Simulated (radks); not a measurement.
Species: the selenium ion Se+. Configuration: [Ar] 3d10 4s2 4p3 (the NIST ground configuration). All-electron calculation, scalar-relativistic Kohn-Sham, PBE, spin-polarised, spherical densities, point nucleus; open shells are filled with parallel spins first. Program: a radial shooting solver on a logarithmic mesh with Libxc functionals.

Normalised radial functions P(r) = r R(r), r in bohr:

| r | 3d up | 4p up |
|---|---|---|
| 0.003302 | 0.0000 | 0.0015 |
| 0.004334 | 0.0001 | 0.0025 |
| 0.005689 | 0.0001 | 0.0041 |
| 0.007408 | 0.0002 | 0.0066 |
| 0.009723 | 0.0005 | 0.0107 |
| 0.01276 | 0.0011 | 0.0172 |
| 0.01675 | 0.0025 | 0.0273 |
| 0.02181 | 0.0051 | 0.0420 |
| 0.02863 | 0.0106 | 0.0637 |
| 0.03758 | 0.0217 | 0.0933 |
| 0.04933 | 0.0431 | 0.1299 |
| 0.06423 | 0.0815 | 0.1680 |
| 0.08431 | 0.1506 | 0.1991 |
| 0.1107 | 0.2642 | 0.2035 |
| 0.1453 | 0.4343 | 0.1583 |
| 0.1891 | 0.6530 | 0.0526 |
| 0.2483 | 0.9071 | -0.1081 |
| 0.3259 | 1.1311 | -0.2674 |
| 0.4277 | 1.2463 | -0.3389 |
| 0.557 | 1.1991 | -0.2558 |
| 0.7311 | 0.9952 | -0.0107 |
| 0.9596 | 0.7036 | 0.3186 |
| 1.26 | 0.4160 | 0.6104 |
| 1.64 | 0.2046 | 0.7539 |
| 2.153 | 0.0754 | 0.7032 |
| 2.826 | 0.0195 | 0.4973 |
| 3.709 | 0.0032 | 0.2632 |
| 4.83 | 0.0003 | 0.1038 |
| 6.339 | 0.0000 | 0.0260 |

3d up: eigenvalue -63.474 eV, 0 radial nodes, <r> = 0.632 bohr, 90 % of the charge inside 1.05 bohr. 4p up: eigenvalue -16.404 eV, 2 radial nodes at r = 0.208, 0.738 bohr, <r> = 2.10 bohr, 90 % of the charge inside 3.17 bohr.
